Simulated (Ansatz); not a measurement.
`N[SiH2][SiH2][SeH]` + `[AlH2][SH]` → `N[SiH2][S][AlH2]` + `[SiH3][SeH]`  (cleavage of the Si–Si bond)

Program: Ansatz. Geometries: PBE0-D4/def2-TZVP. ΔE: electronic, gas phase. CCSD(T)/CBS is the MP2 limit (def2-TZVPP, def2-QZVPP) plus CCSD(T) − MP2 in def2-TZVPP, frozen cores. This one scheme is used for every species. For Se outer-core shells are correlated without core-valence functions, which leaves a few kJ/mol of doubt a bond. Scalar relativity is left out up to krypton. Each species was taken in one conformer, which may not be the lowest.

| species | HF/def2-QZVPP energy (Eh) |
| --- | --- |
| `N[SiH2][SiH2][SeH]` | -3036.40264 |
| `[AlH2][SH]` | -641.26752 |
| `N[SiH2][S][AlH2]` | -986.50747 |
| `[SiH3][SeH]` | -2691.19344 |

Question: Work out ΔE.

Answer: ΔE = (-986.50747) + (-2691.19344) − (-3036.40264) − (-641.26752) = -0.03075 Eh = -0.84 eV. CCSD(T)/CBS gives -0.75 eV.

Largest T1 diagnostic among the species: 0.011.

From PBE to PBE0 (25 % exact exchange), in def2-TZVPP and without D4, ΔE moves by −0.05 eV.
